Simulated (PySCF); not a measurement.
Some computed properties have been withheld. Give your best values.

Compound: cyclo-(F2SiS)4.
Z-matrix (Å and degrees, PBE0-D3(BJ)/def2-SVP geometry), rows numbered from 1:
```
Si
F   1  1.6058
F   1  1.6004  2  108.18
S   1  2.1190  2  109.08  3  -118.44
Si  4  2.1220  1  101.24  2    -7.68
F   5  1.6000  4  111.79  1    67.08
F   5  1.6011  4  103.17  1  -176.46
S   5  2.1195  4  117.48  1   -53.38
Si  8  2.1189  5  102.66  4   -58.44
F   9  1.5999  8  104.76  5  -175.47
F   9  1.6020  8  111.53  5   -58.54
S   9  2.1228  8  117.60  5    60.02
Si 12  2.1170  9  101.86  8    51.06
F  13  1.6055 12  109.31  9     8.33
F  13  1.6001 12  109.09  9   126.38
S   1  2.1184  2  111.93  3   113.97
```

```tsv
property	level	value
rotational constants A, B, C	PBE0-D3(BJ)/def2-SVP	?
dipole moment	B3LYP/def2-SVPD	?
HOMO energy	B3LYP/def2-SVPD	?
LUMO energy	B3LYP/def2-SVPD	?
lowest singlet excitation	TDDFT B3LYP/def2-SVPD	?
lowest triplet excitation (Tamm–Dancoff)	TDA B3LYP/def2-SVPD	5.58 eV
static isotropic polarisability	B3LYP/def2-SVPD	160.4 au
electronic spatial extent ⟨r²⟩ about the centre of nuclear charge	B3LYP/def2-SVPD	?
isotropic shieldings of nuclei other than C and H, by class	GIAO B3LYP/pcSseg-1	?
```

The electronic properties come from PySCF, for the isolated species, density fitting. NMR classes are plain means over equivalent atoms (diastereotopic ones count apart unless rotation or inversion swaps them), as if these changed places fast; in this geometry the members of some classes differ.

Problem. The isotropic shieldings of nuclei other than C and H, by class?

Solution. 271 (F2/F3/F6/F7/F10/F11/F14/F15), 349 (Si1/Si5/Si9/Si13), 586 (S4/S8/S12/S16) ppm.

Problem. Give the HOMO energy.

Solution. -8.56 eV.

Problem. Give the lowest singlet excitation.

Solution. 5.85 eV (212 nm, f = 0.003).

Problem. The electronic spatial extent ⟨r²⟩ about the centre of nuclear charge?

Solution. 5740 bohr².

Problem. Give the rotational constants A, B, C.

Solution. 0.294, 0.291, 0.181 GHz.

Problem. The LUMO energy?

Solution. -1.73 eV.

Problem. What is the dipole moment?

Solution. 1.49 D.

With B = h/(8π²I), that is 505.379 GHz u Å² over I, the principal moments of inertia are 1716.2, 1736.5 and 2786.7 u Å² (most abundant isotopes); the inertial defect Ic − Ia − Ib is -666.0 u Å² (zero for a rigid planar frame, negative otherwise). The rotational constants are those of a nearly oblate symmetric top. In wavenumbers S1 is 47200 cm⁻¹ (1 eV = 8065.54 cm⁻¹). The polarisability is 23.77 Å³ as a volume (1 au = 0.148185 Å³), or 0.84 au for each of the 192 electrons. No computed singlet falls in the visible range (750 to 380 nm, 1.65 to 3.26 eV); S1 lies 2.59 eV above its blue end. The vertical singlet–triplet gap S1 − T1 is 0.27 eV (TDDFT singlet less Tamm–Dancoff triplet).

One conformer stands for the species.
